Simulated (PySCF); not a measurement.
**Structure elucidation problem**

An unknown has the formula C3H7F3O2Si. Its calculated NMR data are:

$^{1}$H NMR (300 MHz, computed): δ 4.69 (m, 1H), 4.01 (s, 6H).

$^{13}$C{$^{1}$H} NMR (computed): δ 135.9 (C), 53.2 (CH3).

Single conformer, gas phase, relativity neglected, rapidly exchanging positions averaged. Shielding tensors at PBE0/pcSseg-1 (GIAO); GFN2-xTB structure; PySCF 2.14.0 with density-fitted response routines.

Referencing at the same level of theory: $^{1}$H and $^{13}$C against TMS.

Task: Deduce the structure.

Result: 
1. Rings plus π bonds: 0.
2. 2 carbon signals for 3 carbons: some carbons are equivalent by symmetry or fast rotation.
3. Carbon types of the structure: 1 × C, 2 × CH3, leaving 1 H on heteroatoms.
4. δC 135.9: CF3 carbon; 3 electronegative neighbours deshield it.
5. δC 53.2: methyl carbon bonded to O; deshielded by the electronegative neighbour.
6. δH 4.69: hydrogen on a silicon bonded to C, 2 O.
7. δH 4.01: hydrogen on a methyl carbon bonded to O; its carbon carries O, an electronegative neighbour.

These data were computed for SMILES CO[SiH](OC)C(F)(F)F.

The data come from this structure; uniqueness wasn't tested.

Splittings by $^{19}$F in the carbon and heteronuclear signals aren't shown, as no couplings were computed. Shifts are as computed. Against solution values, carbons near 30 ppm lie about +3 ppm off and those near 130 ppm about +5 ppm. Of 1211 compounds with measured shifts, 218 miss one by over three times the rms of a fit or turn the order of signals round; such compounds aren't used in these exercises. Multiplicities follow the n + 1 count of equivalent neighbours, as no J values were calculated; m marks all less simple cases, F and P coupling included.
